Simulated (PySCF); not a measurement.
## Heteronuclear NMR

Mapped SMILES: `[O:1]=[CH:2][CH2:3]/[CH:4]=[CH:5]\[SiH2:6][SiH3:7]`. Each H is labelled by its parent atom.

Computed data (PySCF 2.14.0 with density-fitted response routines): NMR shieldings at PBE0/pcSseg-1/GIAO, GFN2-xTB geometry. One computed conformer, equivalent nuclei averaged, isolated molecule, non-relativistic.

**Question.** What are the $^{29}$Si shifts?

**Answer.** 
```csv
atoms,environment,σ (ppm),δ (ppm)
Si6,"silicon bonded to C, Si, 2 H",440.2,-81.9
Si7,"silicon bonded to Si, 3 H",469.4,-105.9
```

Shieldings were converted by a linear fit to measured shifts: $^{29}$Si: δ = 279.94 − 0.822σ (rms 8.9 ppm, 72 shifts, 25.8 ppm with the 6 outliers that the fit left out vs TMS, solution or neat liquid). A few per cent of atoms miss by over 2 rms, more outside the fitted compound classes.

On a 300 MHz spectrometer $^{29}$Si resonates near 59.6 MHz, so 1 ppm is 59.6 Hz.

**Question.** Where does $^{17}$O resonate?

**Answer.** 
```
atoms      environment  σ (ppm)  δ (ppm)
   O1  aldehyde oxygen   -367.0    601.0
```

Shieldings were converted by a linear fit to measured shifts: $^{17}$O (scatter 10.7 ppm rms, 12.2 ppm with the 3 outliers that the fit left out vs liquid water, solution or neat liquid). Occasional misses reach two or three times the rms, and more in compound classes unlike the fitted ones.

On a 500 MHz spectrometer $^{17}$O resonates near 67.8 MHz, so 1 ppm is 67.8 Hz.
